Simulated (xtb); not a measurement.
C3H11OSi, charge +1, singlet, from a rough starting geometry; GFN2-xTB run with xtb.

Input for xtb:
```
$ xtb mol.xyz --gfn 2 --chrg 1 --opt vtight --json

# file mol.xyz
16

C     -0.02809661     1.57922022    -1.10649470
Si     0.18671486    -0.03076022    -0.22401028
C     -0.61276178    -1.59107078    -0.91866860
C      1.65316398    -0.23637003     1.02025678
O     -1.23380732     0.24554721     1.30571807
H      0.64838749     1.66965534    -1.97535007
H      0.17418227     2.42641892    -0.47384793
H     -1.01610034     1.70256710    -1.51344387
H     -0.76149101    -2.42116320    -0.17270377
H      0.04677178    -1.98507569    -1.65624683
H     -1.55284258    -1.32161384    -1.35752096
H      1.54580544    -1.10654667     1.70356633
H      2.57462202    -0.45022489     0.50833386
H      1.77427889     0.66649009     1.66021462
H     -1.11487756     0.65785928     2.14605840
H     -2.18198623     0.11703486     1.08403606
```

Problem. Write the output that xtb gives for this input, abridged.

Solution. 
```
   ID    Z sym.   atoms
    1    6 C      1, 3, 4
    2   14 Si     2
    3    8 O      5
    4    1 H      6-16

           -------------------------------------------------
          |                Calculation Setup                |
           -------------------------------------------------

           -------------------------------------------------
          |                 G F N 2 - x T B                 |
           -------------------------------------------------

          ...................................................
          :                      SETUP                      :
          :.................................................:
          :  # basis functions                  37          :
          :  # atomic orbitals                  36          :
          :  # shells                           22          :
          :  # electrons                        32          :
          :  max. iterations                   250          :
          :  Hamiltonian                  GFN2-xTB          :
          :  restarted?                      false          :
          :  GBSA solvation                  false          :
          :  PC potential                    false          :
          :  electronic temp.          300.0000000     K    :
          :  accuracy                    1.0000000          :
          :  -> integral cutoff          0.2500000E+02      :
          :  -> integral neglect         0.1000000E-07      :
          :  -> SCF convergence          0.1000000E-05 Eh   :
          :  -> wf. convergence          0.1000000E-03 e    :
          :  Broyden damping             0.4000000          :
          :  net charge                          1          :
          :  unpaired electrons                  0          :
          ...................................................

 iter      E             dE          RMSdq      gap      omega  full diag
   1    -17.5135762 -0.175136E+02  0.415E+00    6.26       0.0  T
   2    -17.6017050 -0.881289E-01  0.416E+00    4.60       1.0  T
   3    -17.6261333 -0.244283E-01  0.302E+00    4.98       1.0  T
   4    -17.5974823  0.286510E-01  0.215E+00    4.37       1.0  T
   5    -17.6253101 -0.278278E-01  0.643E-01    5.30       1.0  T
   6    -17.6290691 -0.375903E-02  0.263E-01    5.18       1.0  T
   7    -17.6297629 -0.693779E-03  0.804E-02    5.12       1.0  T
   8    -17.6298071 -0.441926E-04  0.286E-02    5.10       1.0  T
   9    -17.6298139 -0.684350E-05  0.895E-03    5.09       2.8  T
  10    -17.6298141 -0.141434E-06  0.675E-03    5.09       3.7  T
  11    -17.6298145 -0.445599E-06  0.232E-03    5.09      10.8  T
  12    -17.6298146 -0.397119E-07  0.552E-04    5.09      45.3  T
  13    -17.6298146 -0.212998E-08  0.344E-04    5.09      72.7  T

   *** convergence criteria satisfied after 13 iterations ***

         :::::::::::::::::::::::::::::::::::::::::::::::::::::
         ::                     SUMMARY                     ::
         :::::::::::::::::::::::::::::::::::::::::::::::::::::
         :: total energy             -17.403325943282 Eh    ::
         :: gradient norm              0.077439469422 Eh/a0 ::
         :: HOMO-LUMO gap              5.092923274260 eV    ::
         ::.................................................::
         :: SCC energy               -17.629765351570 Eh    ::
         :: -> isotropic ES            0.114186771918 Eh    ::
         :: -> anisotropic ES         -0.009433823729 Eh    ::
         :: -> anisotropic XC          0.002640068071 Eh    ::
         :: -> dispersion             -0.007756388698 Eh    ::
         :: repulsion energy           0.226439408288 Eh    ::
         :: add. restraining           0.000000000000 Eh    ::
         :: total charge               1.000000000000 e     ::
         :::::::::::::::::::::::::::::::::::::::::::::::::::::

      -----------------------------------------------------------
     |                   =====================                   |
[...]
 * total energy  :   -17.4100655 Eh     change       -0.5542097E-06 Eh
 * total energy  :   -17.4100658 Eh     change       -0.3175438E-06 Eh
 * total energy  :   -17.4100661 Eh     change       -0.2303820E-06 Eh
 * total energy  :   -17.4100662 Eh     change       -0.1084783E-06 Eh
 * total energy  :   -17.4100664 Eh     change       -0.1689934E-06 Eh
 * total energy  :   -17.4100665 Eh     change       -0.1216190E-06 Eh
 * total energy  :   -17.4100667 Eh     change       -0.2158431E-06 Eh
 * total energy  :   -17.4100668 Eh     change       -0.1266766E-06 Eh
 * total energy  :   -17.4100670 Eh     change       -0.1506577E-06 Eh
 * total energy  :   -17.4100672 Eh     change       -0.1903698E-06 Eh
 * total energy  :   -17.4100673 Eh     change       -0.1574074E-06 Eh
 * total energy  :   -17.4100674 Eh     change       -0.6554612E-07 Eh
   *** GEOMETRY OPTIMIZATION CONVERGED AFTER 28 ITERATIONS ***
         :: total energy             -17.410067380527 Eh    ::
[...]
        26                          0.0461151               1.2549
        27                          0.0585390               1.5929
       ...                                ...                  ...
        36                          0.3199420               8.7061
      -------------------------------------------------------------
                  HL-Gap            0.1946541 Eh            5.2968 eV
             Fermi-level           -0.4812002 Eh          -13.0941 eV

     #   Z          covCN         q      C6AA      α(0)
     1   6 C        3.650    -0.221    25.283     7.223
     2  14 Si       3.198     0.594   136.657    24.585
     3   6 C        3.651    -0.219    25.232     7.215
     4   6 C        3.651    -0.219    25.235     7.215
     5   8 O        2.179    -0.466    22.108     6.350
     6   1 H        0.925     0.088     1.894     2.152
     7   1 H        0.925     0.091     1.870     2.139
     8   1 H        0.925     0.091     1.870     2.139
     9   1 H        0.925     0.097     1.810     2.104
    10   1 H        0.925     0.090     1.882     2.145
    11   1 H        0.925     0.093     1.854     2.129
    12   1 H        0.925     0.097     1.812     2.105
    13   1 H        0.925     0.090     1.882     2.146
    14   1 H        0.925     0.092     1.855     2.130
    15   1 H        0.805     0.351     0.585     1.201
    16   1 H        0.805     0.351     0.585     1.202

 Mol. C6AA /au·bohr⁶  :       2001.843623
 Mol. C8AA /au·bohr⁸  :      60262.006112
 Mol. α(0) /au        :         74.179237

Wiberg/Mayer (AO) data.
largest (>0.10) Wiberg bond orders for each atom

 ---------------------------------------------------------------------------
     #   Z sym  total        # sym  WBO       # sym  WBO       # sym  WBO
 ---------------------------------------------------------------------------
     1   6 C    3.987 --     6 H    0.969     2 Si   0.964     8 H    0.962
                             7 H    0.962
     2  14 Si   3.503 --     3 C    0.970     4 C    0.969     1 C    0.964
                             5 O    0.366
     3   6 C    3.987 --     2 Si   0.970    10 H    0.967     9 H    0.960
                            11 H    0.960
     4   6 C    3.987 --     2 Si   0.969    13 H    0.967    12 H    0.960
                            14 H    0.960
     5   8 O    2.158 --    16 H    0.865    15 H    0.865     2 Si   0.366
     6   1 H    0.992 --     1 C    0.969
     7   1 H    0.992 --     1 C    0.962
     8   1 H    0.992 --     1 C    0.962
     9   1 H    0.991 --     3 C    0.960
    10   1 H    0.992 --     3 C    0.967
    11   1 H    0.991 --     3 C    0.960
    12   1 H    0.991 --     4 C    0.960
    13   1 H    0.992 --     4 C    0.967
    14   1 H    0.991 --     4 C    0.960
    15   1 H    0.877 --     5 O    0.865
    16   1 H    0.877 --     5 O    0.865
 ---------------------------------------------------------------------------

Topologies differ in total number of bonds
Writing topology from bond orders to xtbtopo.mol

molecular dipole:
                 x           y           z       tot (Debye)
 q only:       -0.703       0.310       0.607
   full:       -0.889       0.434       0.738       3.138
molecular quadrupole (traceless):
                xx          xy          yy          xz          yz          zz
 q only:        2.078      -1.333      -2.534      -2.808       2.464       0.457
  q+dip:        2.492      -1.663      -2.816      -2.972       3.081       0.324
   full:        3.120      -2.048      -3.969      -4.662       3.560       0.850

optimized geometry written to: xtbopt.xyz

           -------------------------------------------------
          | TOTAL ENERGY              -17.410067380527 Eh   |
          | GRADIENT NORM               0.000034325192 Eh/α |
          | HOMO-LUMO GAP               5.296806492724 eV   |
           -------------------------------------------------

normal termination of xtb
```
